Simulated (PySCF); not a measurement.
**Computed structure and properties of Ce(OH)3**

System: Ce(OH)3 (singlet in the valence; each metal's 4f electrons, 1 of them, lie in its core potential, out of spins and levels); start: template (C3v). Method: PySCF 2.14.0, RKS PBE0, Ce lcecp-1-SVP with ECP47, O def2-SVP, H def2-SVP; non-relativistic Hamiltonian with scalar-relativistic core potentials where named; density fitting; no spin-orbit coupling.

Input of the relaxation:

```python
mol = gto.M(atom='''
Ce    -0.00000    -0.00000    -0.00554
O      2.24183    -0.00002    -0.00554
H      3.14181    -0.00003     0.34446
O     -1.12089     1.94149    -0.00554
H     -1.57088     2.72090     0.34446
O     -1.12093    -1.94147    -0.00554
H     -1.57093    -2.72087     0.34446''',
    basis={'Ce': 'lcecp-1-SVP', 'O': 'def2-SVP', 'H': 'def2-SVP'},
    ecp={'Ce': 'lcecp-1-SVP'},
    charge=0, spin=0)
mf = dft.RKS(mol, xc='PBE0')
mf.grids.atom_grid = (50, 194)  # f atoms: unpruned, at least (60, 302)
mf = mf.density_fit()  # fitting sets: Ce AutoAux, O def2-universal-JKFIT, H def2-universal-JKFIT
mf.conv_tol = 1e-08; mf.max_cycle = 55
mf.kernel(dm0)  # dm0: converged density of the start geometry
# quasi-Newton relaxation in Cartesian coordinates to a largest gradient under 0.00045 Eh/bohr, steps kept in the point group
```

Run from Python with OMP_NUM_THREADS=2; the lines above give its settings. Where DIIS fails, smearing, a level shift and second-order steps follow.
It took 20 s on 2 threads of Intel(R) Xeon(R) 6975P-C (Granite Rapids) (shared host), from the converged density of the start.

Course of the relaxation:

```csv
step,energy above end (eV),largest force component within the symmetry (eV/Å)
0,0.3293,1.091
1,0.1326,0.672
2,0.0514,0.447
3,0.0094,0.438
4,0.0018,0.080
5,0.0003,0.046
6,0.0000,0.012
7,0.0000,0.003
```

Relaxed geometry (C3v):

```xyz
7

Ce    0.0000    0.0000   -0.3504
O     2.1072    0.0000    0.0676
H     3.0100    0.0000    0.3862
O    -1.0536    1.8249    0.0676
H    -1.5050    2.6068    0.3862
O    -1.0536   -1.8249    0.0676
H    -1.5050   -2.6067    0.3862
```

| contact | Å |
| --- | --- |
| Ce1–O2 (OH) | 2.148 |
| Ce1–O4 (OH) | 2.148 |
| Ce1–O6 (OH) | 2.148 |

On the finer grid (75, 302):

```yaml
HOMO: -7.44 eV
LUMO: -1.23 eV
Dipole_about_the_centre_of_mass: 1.49 D
Set_of_Mulliken_populations_of_Ce1_outside_the_core_potential: s 2.09, p 6.26, d 1.37, f 0.10
D3_BJ_dispersion_energy_not_in_the_energies: -0.086 eV
```

```tsv
atom	Mulliken (e)	Löwdin (e)	spin (e)
Ce1	1.17	0.85	0.00
O2	-0.57	-0.36	0.00
H3	0.18	0.07	0.00
O4	-0.57	-0.36	0.00
H5	0.18	0.07	0.00
O6	-0.57	-0.36	0.00
H7	0.18	0.07	0.00
```

The 4f levels lie in the core potential and are missing. Their spin isn't counted.

On the grid (50, 194), as all that follows. Harmonic modes: a minimum within the noise of the softest modes; lowest 42 cm⁻¹ (negative: unstable), highest 3994 cm⁻¹, zero-point energy 1.014 eV.

Taking off one OH (charge -1, singlet; the rest: singlet) in vacuum, both parts rigid, costs 10.65 eV; the small basis without counterpoise inflates it. Most of it is the attraction of opposite charges; other ways to part are cheaper, and one spin state was tried for the rest.

Rigid scan of OH along the line from its metal:

```json
{"distance to O2 (Å)": "1.85", "energy (eV)": "1.255"}
{"distance to O2 (Å)": "1.95", "energy (eV)": "0.482"}
{"distance to O2 (Å)": "2.05", "energy (eV)": "0.104"}
{"distance to O2 (Å)": "2.15", "energy (eV)": "0.000"}
{"distance to O2 (Å)": "2.25", "energy (eV)": "0.080"}
{"distance to O2 (Å)": "2.35", "energy (eV)": "0.282"}
{"distance to O2 (Å)": "2.55", "energy (eV)": "0.881"}
{"distance to O2 (Å)": "2.85", "energy (eV)": "1.926"}
{"distance to O2 (Å)": "3.25", "energy (eV)": "3.198"}
{"distance to O2 (Å)": "3.75", "energy (eV)": "4.392"}
```

One start shape was tried, so this needn't be the lowest isomer.

An lcecp potential fixes the number of 4f electrons, so in runs with it no electron can move into or out of that shell.
